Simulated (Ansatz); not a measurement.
Compare A (`CC(=S)[O][GeH3]`) with its isomer B (`O/C(S)=[CH]\[GeH3]`).

Isolated molecules relaxed with PBE0-D4/def2-TZVP in Ansatz; ΔE leaves out vibrations. CBS: MP2 limit from def2 TZ/QZ plus the TZ coupled-cluster correction, frozen cores. Functionals use def2-TZVPP. B3LYP here is the variant with VWN-RPA as its local correlation; programs differ in this. For Ge outer-core shells are correlated without core-valence functions, which leaves a few kJ/mol of doubt a bond. Scalar relativity is left out up to krypton. One conformer a species, not always the lowest.

A:

Z-matrix (Å, degrees):
```
C
C 1 1.498
H 1 1.086 2 110.7
H 1 1.096 2 110.3 3 120.7
H 1 1.096 2 110.3 3 -120.7
S 2 1.626 1 123.3 3 0.0
O 2 1.326 1 116.3 3 -180.0
Ge 7 1.813 2 127.9 1 0.1
H 8 1.527 7 101.9 2 -180.0
H 8 1.534 7 108.5 2 -60.7
H 8 1.534 7 108.5 2 60.8
```

B:

```xyz
11

O     1.278    0.927    0.716
C     0.277    0.094    1.062
S     0.239   -0.202    2.793
C    -0.590   -0.497    0.231
Ge   -0.549   -0.333   -1.683
H     1.242    1.073   -0.240
H     1.012    0.847    3.115
H    -1.360   -1.113    0.679
H    -0.260   -1.678   -2.371
H     0.582    0.651   -2.073
H    -1.871    0.231   -2.229
```

(1) Which is lower in electronic energy at CCSD(T)/CBS, and by how much? (Best estimate.)

(2) Give E(B) − E(A) in kJ/mol with r2SCAN-D4, B2PLYP, MP2/def2-TZVPP, ωB97M-V, CCSD(T)/def2-SVP, CCSD(T)/def2-TZVPP, B3LYP-D4. (Estimate.)

(3) Does the order hold for the free energy at 298.15 K (harmonic terms from PBE0-D4)? (Best estimate.)

Largest T1 diagnostic: 0.015.

## Answers

(1) Ansatz gave: A, by 71.8 kJ/mol.

(2) The calculation gave: r2SCAN-D4 75.2, B2PLYP 79.6, MP2/def2-TZVPP 75.3, ωB97M-V 72.3, CCSD(T)/def2-SVP 80.4, CCSD(T)/def2-TZVPP 73.1, B3LYP-D4 77.6. None reverses the order clearly.

(3) Ansatz gave: Yes: G(B) − G(A) = +64.8 kJ/mol, for one conformer each. Modes under 60 cm⁻¹, often nearly free rotors, make the harmonic entropy too high.

From r2SCAN to r2SCAN0 (25 % exact exchange), in def2-TZVPP and without D4, E(B) − E(A) moves by −3.2 kJ/mol. At CCSD(T), def2-SVP lies +8.6 kJ/mol from the extrapolated value and def2-TZVPP +1.3 kJ/mol.
